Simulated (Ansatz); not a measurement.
System: C$_{2}$H$_{3}$ClSi, charge 0, singlet. C2H3ClSi (chloro(ethynyl)silane, SMILES C([SiH2]Cl)#C).
B3LYP-D3(BJ)/def2-TZVP minimum from Ansatz (a first-principles code):
```xyz
7

Si    -0.3921    -0.5080     0.5060
Cl    -1.2190     0.8953    -0.7590
C      1.4172    -0.4771     0.3511
C      2.6186    -0.4649     0.2562
H     -0.9027    -1.8343     0.1191
H     -0.7800    -0.1694     1.8859
H      3.6792    -0.4521     0.1705
```
Charge 0, spin multiplicity 1.

Total energies in cc-pV(D+d)Z, 22 correlated electrons, 12 frozen orbitals. Radicals and triplets start from unrestricted determinants; spin-orbit coupling is neglected. Cores are frozen in correlated methods. No relativity.

```tsv
method	program	energy (Eh)	minus CCSDT(Q) (mEh)
HF	Ansatz	-825.92592	542.15
MP2	Ansatz	-826.40688	61.19
CCSD	Ansatz	-826.44716	20.91
CCSD(T)	Ansatz	-826.46550	2.57
CCSDT(Q)	Ansatz	-826.46807	0.00
```

Rough core times of Ansatz's runs on a shared machine: CCSD(T) under 20 s, CCSDT(Q) 9 min.
